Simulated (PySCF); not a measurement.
C₂H₆BFO₂, SMILES COB(O)CF. Atoms are numbered in the order given.

```xyz
12

C     -0.0378    -2.4471     0.0000
O     -0.7210    -1.2043     0.0000
B     -0.0202    -0.0448     0.0000
O      1.3393    -0.0373     0.0000
C     -0.8096     1.3310     0.0000
F      0.1214     2.3831     0.0000
H     -0.7903    -3.2482     0.0000
H      0.6010    -2.5521     0.8925
H      0.6010    -2.5521    -0.8925
H      1.6516     0.8808     0.0000
H     -1.4588     1.4388     0.8878
H     -1.4588     1.4388    -0.8878
```
Charge 0, spin multiplicity 1.

Geometry: r2SCAN-D4/def2-SVP. This is a generated structure with no PubChem entry under its InChIKey; it may be hypothetical. One conformer was computed; it need not be the lowest.

Calculation: HF/pcSseg-1 in PySCF.

GIAO shieldings, no solvent; atoms alike by connectivity are averaged. δ = σ(ref) − σ: ¹³C against TMS (σ = 192.6 ppm); ¹⁷O against H2O (σ = 333.0 ppm); ¹¹B against BF3 (σ = 102.7 ppm); ¹⁹F against CFCl3 (σ = 238.5 ppm); ¹H against TMS (σ = 31.99 ppm), references at their B3LYP-D3(BJ)/def2-TZVP geometries, non-relativistic.

**Question.** Estimate the chemical shifts. (Estimate from the structure and the level; the computed values follow.)

**Answer.** 
```csv
nucleus,atoms,count,δ (ppm)
¹³C,C5,1,72.4
¹³C,C1,1,51.1
¹⁷O,O4,1,101.5
¹⁷O,O2,1,57.1
¹¹B,B3,1,20.0
¹⁹F,F6,1,-252.3
¹H,H10,1,5.85
¹H,"H11, H12",2,4.49
¹H,"H7, H8, H9",3,3.94
```
